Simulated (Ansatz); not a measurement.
A run for Ansatz (a program for electronic structure): R-PBE0/def2-TZVPP on ethylmethylamine (SMILES CCNC), a point of a torsion scan.

Ansatz 0.2 input:
```yaml
crystal:
  periodic: [false, false, false]
  atoms:
    - {symbol: C, position_ang: [1.79861064, 0.55648849, -0.01537027]}
    - {symbol: C, position_ang: [0.55687492, -0.24887530, 0.35225070]}
    - {symbol: N, position_ang: [-0.62091108, 0.13150823, -0.42405019]}
    - {symbol: C, position_ang: [-1.19398404, -0.93606666, -1.21445473]}
    - {symbol: H, position_ang: [2.64193427, 0.25371813, 0.60075242]}
    - {symbol: H, position_ang: [1.61964480, 1.61800846, 0.14272527]}
    - {symbol: H, position_ang: [2.06208803, 0.39900941, -1.06045034]}
    - {symbol: H, position_ang: [0.76339064, -1.31590825, 0.21473807]}
    - {symbol: H, position_ang: [0.32654019, -0.09000729, 1.41355309]}
    - {symbol: H, position_ang: [-0.39714049, 0.91988968, -1.02193190]}
    - {symbol: H, position_ang: [-0.49305527, -1.38606661, -1.93569603]}
    - {symbol: H, position_ang: [-1.54406927, -1.72015736, -0.54249256]}
    - {symbol: H, position_ang: [-2.05062054, -0.54610265, -1.76222693]}
basis:
  gaussian:
    orbitals: def2-TZVPP
hamiltonian:
  xc: {name: PBE0}
scf: {lower_state_search: off}
```

It printed:

```
WARN ansatz: RAYON_NUM_THREADS=1 ignored (pool sized by the plan → 1); use --threads N
Functional definition: PBE0
these checks for a lower state are left out or cut short: stability, starts, cluster_reference, orbital_swaps, neighbouring_geometries, increment
integrals: 0.14 GiB planned
1226 factors; their error is unknown
mean field: 1.43 GiB planned
mean field evaluation 1: about -4733.7848 eV, gradient 6.6e1 eV
mean field evaluation 2: about -4728.4905 eV, gradient 8.0e1 eV
mean field evaluation 4: about -4743.6308 eV, gradient 4.1e0 eV
mean field evaluation 8: about -4743.6637 eV, gradient 5.3e-2 eV
mean field evaluation 16: about -4743.6475 eV, gradient 2.6e-5 eV
mean field -4743.64746237 eV, -174.3258288823 hartree, gradient 8.0e-6 eV, S^2 0.000000; 0 other end points of the search recorded, 0 dependent functions left out
reference -4743.64749532 eV, -174.3258300932 hartree; 17, 17 occupied and 233, 233 virtual orbitals, 1226 factors
Total energy: -4743.64749532 eV, -174.3258300932 hartree
Checks for a lower state left out: stability, starts, cluster_reference, orbital_swaps, neighbouring_geometries, increment
```

Self-consistency was reached.

Cost: very roughly 3 core-seconds.
